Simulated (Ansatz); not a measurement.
Born–Oppenheimer molecular dynamics of FGaH (3 atoms, charge 0, multiplicity 2). It starts from a relaxed structure.

These are results of Ansatz 0.2.0, UKS PBE-D4/def2-SVP, not measurements.

| Quantity | Value |
| --- | --- |
| ensemble | NVT, Langevin thermostat |
| time step | 0.5 fs |
| steps asked | 150 |
| set temperature | 500 K |
| friction | 0.01 /fs |
| seed | 447215 |

First frame:

```xyz
3
Properties=species:S:1:pos:R:3
F -1.266 0.457 -0.652
Ga 0.294 0.479 0.216
H 0.961 -1.001 0.423
```

Q: How far do the bonds stretch over the last three quarters of this one trajectory? (Pairs bonded in most of those frames.)

A: 
| bond | mean (Å) | spread (Å) | shortest | longest |
| --- | --- | --- | --- | --- |
| F1–Ga2 | 1.784 | 0.036 | 1.73 | 1.85 |
| Ga2–H3 | 1.647 | 0.033 | 1.58 | 1.71 |

Mean temperature of the second half: 463 K. A run of 0.075 ps of so small a system gives no equilibrium averages.

The run took 8.5 min on 1 thread of AMD EPYC (Zen 3), on a shared host, peak memory 0.12 GiB.
